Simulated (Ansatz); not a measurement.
Stretching the Sn1–H2 bond in H4Sn (SMILES [SnH4]) (multiplicity 1 held, fragments rigid). Energies count from the point at 1.709 Å.
Geometry at that point (charge 0, multiplicity 1):
```xyz
5

Sn     0.0000     0.0000     0.0000
H      1.3017     0.6999    -0.8572
H      0.6024    -0.8591     1.3484
H     -1.0572     1.2310     0.5349
H     -0.8469    -1.0719    -1.0261
```

U- levels take the lowest unrestricted solution at each point, which mixes spins at long bonds. Active spaces are followed from a long bond inwards. Levels need not reach the same state.

Cores are frozen in the correlated methods. Filled d and f shells under p-block atoms count as core.

Run with Ansatz (Gaussian orbitals). Values without a source in brackets are computed. In def2 rows elements past Kr take small-core potentials, without spin–orbit coupling.

Problem. What is the computed energy at R = 5.467 Å (U-SCS-MP2/def2-SVP)?

Solution. 74.6 kcal/mol

Problem. Estimate the energy at R = 5.467 Å that FIC-MRCISD+Q on CASSCF(2,2)/def2-SVP returns for this input.

Solution. 75.6 kcal/mol

Problem. What is the computed energy at R = 5.467 Å (U-CCSD/def2-SVP)?

Solution. 75.1 kcal/mol

Doubts at one or more of the structures used: a spin-contaminated determinant (U-SCS-MP2/def2-SVP, U-CCSD/def2-SVP).

Ansatz is a first-principles code.
